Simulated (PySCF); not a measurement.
**Interval between two levels of Sr⁺ by level of theory**

Sr⁺ [Kr] 5s1 [2S1/2, M_J = 1/2] → Sr⁺ [Kr] 4d1 [2D5/2, M_J = 5/2], as a difference of total energies. Calculation: PySCF 2.14, in x2c-TZVPall-2c (8s9p7d1f, 77 functions); the two-component X2C-1e Hamiltonian. Correlated levels: [Ar] 3d10 frozen; the 6 highest virtual spinors dropped. "Screened" scales the spin-orbit matrix elements by Boettger's factors to mimic the two-electron term; Breit and QED terms are absent.

| method | interval between two levels (cm⁻¹) | error (cm⁻¹) |
| --- | --- | --- |
| GHF (spin-free) | 15980 | +1144 |
| GMP2 (spin-free) | 16628 | +1792 |
| GHF (screened spin-orbit) | 16064 | +1228 |
| GMP2 (screened spin-orbit) | 16759 | +1923 |

Reference: 14836 cm⁻¹ (measured; NIST Handbook of Basic Atomic Spectroscopic Data (Sansonetti and Martin, J. Phys. Chem. Ref. Data 34, 1559 (2005))).

The spin-free rows lack the spin-orbit shift.

Errors of the correlated levels include the incompleteness of this basis and the frozen core.
